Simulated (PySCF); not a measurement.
**Interval between two levels of Ru by level of theory**

Ru [Kr] 4d7 5s1 [5F5, M_J = 5] → Ru [Kr] 4d6 5s2 [5D4, M_J = 4], as a difference of total energies. Computed with PySCF 2.14 in x2c-SVPall-2c with one added diffuse shell each of s, p, d type (7s9p7d1f, 76 functions), with the two-component X2C-1e Hamiltonian. Correlated levels: [Ar] 3d10 frozen; the 6 highest virtual spinors dropped. "Screened" scales the spin-orbit matrix elements by Boettger's factors to mimic the two-electron term; Breit and QED terms are absent.

Task: Order these methods by the interval between two levels they give, lowest first.
A. GHF (screened spin-orbit)
B. GHF (spin-free)
C. GMP2 (spin-free)
D. GMP2 (screened spin-orbit)

Result: B (5314.7 cm⁻¹), A (5638.1 cm⁻¹), C (6122.4 cm⁻¹), D (6446.6 cm⁻¹).

The spin-free rows relax to the high-spin LS determinant and lack the spin-orbit shift.

Errors of the correlated levels include the incompleteness of this basis and the frozen core.

The labels give the starting determinants; with spin-orbit coupling the two ends relaxed to ⟨J²⟩ = 30.01, ⟨L²⟩ = 12.09, ⟨S²⟩ = 5.98 and ⟨J²⟩ = 20.06, ⟨L²⟩ = 6.11, ⟨S²⟩ = 5.98.

For comparison: 7483.1 cm⁻¹ (measured; NIST Handbook of Basic Atomic Spectroscopic Data (Sansonetti and Martin, J. Phys. Chem. Ref. Data 34, 1559 (2005))).
